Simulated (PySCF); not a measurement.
Geometry (Å), atoms numbered from 1 in this order:
```xyz
17

F     2.211   -1.538    0.263
C     2.339   -0.316   -0.273
F     3.642    0.006   -0.164
F     2.092   -0.445   -1.584
C     1.447    0.717    0.390
C    -0.002    0.368    0.177
C    -0.780    0.902   -0.773
Si   -2.500    0.131   -0.692
C    -1.912   -0.923    0.759
C    -0.631   -0.645    1.024
H     1.700    0.735    1.453
H     1.687    1.684   -0.056
H    -0.414    1.649   -1.457
H    -2.839   -0.646   -1.881
H    -3.532    1.101   -0.324
H    -2.466   -1.653    1.324
H    -0.051   -1.117    1.804
```

PySCF calculation with σ from GIAO-PBE0/pcSseg-1 and geometry from GFN2-xTB; equivalent nuclei averaged, one computed conformer, non-relativistic Hamiltonian, gas phase.

Shifts are taken against calculated references (same method and geometry level): ¹³C (186.93 ppm) and ¹H (31.72 ppm) and ²⁹Si (349.16 ppm) against TMS; CFCl3 for ¹⁹F (170.95 ppm).

| atoms | nucleus | count | Hirshfeld charge | δ (ppm) |
| --- | --- | --- | --- | --- |
| H11/H12 | ¹H | 2 | 0.06 | 3.14 |
| C9 | ¹³C | 1 | -0.14 | 137.0 |
| C7 | ¹³C | 1 | -0.15 | ? |
| C6 | ¹³C | 1 | 0.00 | ? |
| Si8 | ²⁹Si | 1 | 0.34 | -41.9 |
| C2 | ¹³C | 1 | 0.26 | ? |
| C10 | ¹³C | 1 | -0.05 | 159.1 |
| H16 | ¹H | 1 | 0.04 | 6.37 |
| H17 | ¹H | 1 | 0.05 | ? |
| H13 | ¹H | 1 | 0.04 | 6.20 |
| F1/F3/F4 | ¹⁹F | 3 | -0.10 | -80.5 |
| C5 | ¹³C | 1 | -0.09 | 44.8 |
| H14/H15 | ¹H | 2 | -0.07 | 4.68 |

Question: Estimate the values marked ?.

Answer: 
- C6: 158.8 ppm, fully substituted alkene carbon; an sp2 carbon of a C=C bond
- C7: 137.0 ppm, alkene CH; as expected for a trigonal carbon in a double bond
- C2: 134.7 ppm, CF3 carbon; 3 electronegative neighbours deshield it
- H17: 7.33 ppm, hydrogen on an alkene CH; attached to an sp2 carbon and in the plane of the double bond

Shifts are as computed. Against solution values, carbons near 30 ppm lie about +3 ppm off and those near 130 ppm about +5 ppm. Of 1211 compounds with measured shifts, 218 miss one by over three times the rms of a fit or turn the order of signals round; such compounds aren't used in these exercises. Unscaled 19F shifts against computed CFCl3 carry errors that often reach 10 to 50 ppm.
